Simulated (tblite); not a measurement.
OSn, charge -1, doublet, at a GFN2-xTB geometry (such geometries of metal compounds can be far from the true shape) (a state made from the parent by changing its charge; the spin is typed, not shown lowest); GFN1-xTB run with tblite 0.6.0.

Input for tblite:
```
$ tblite run mol.xyz --method gfn1 --charge -1 --spin 1 --guess eeq --json tblite.json --no-restart

# file mol.xyz
2

Sn    -0.00000000    -0.00000000    -0.26680008
O      0.00000000     0.00000000     1.66750052
```

The log (banner, timings and long lists left out):

```
xTB calculator
 | screened Coulomb repulsion
 | Coulomb electrostatics
 |  * isotropic Klopman-Ohno-Mataga-Nishimoto electrostatics
 |  * onsite third-order electrostatics
 | DFT-D3(BJ) dispersion correction

halogen bonding energy    0.0000000000000E+00 Eh
repulsion energy          3.7392198084630E-03 Eh
dispersion energy        -2.4362077658065E-04 Eh
number of electrons       1.1000000000000E+01 e
integral cutoff           2.8182813135037E+01 bohr

------------------------------------------------------------
  cycle        total energy    energy error   density error
------------------------------------------------------------
      1     -7.300067993628  -7.3035636E+00   3.2023746E-01
      2     -7.301850958267  -1.7829646E-03   2.5321842E-01
      3     -7.298168616550   3.6823417E-03   1.0120193E-01
      4     -7.304929558703  -6.7609422E-03   4.9866162E-03
      5     -7.304942643962  -1.3085260E-05   1.8515122E-04
      6     -7.304942649046  -5.0832494E-09   1.2350097E-04
      7     -7.304942656722  -7.6760918E-09   8.7125690E-07
------------------------------------------------------------

electronic energy        -7.3084382557536E+00 Eh
total energy             -7.3049426567217E+00 Eh

Post processing:
 | Mayer-Wiberg bond orders

[Info] JSON dump of results written to 'tblite.json'
```
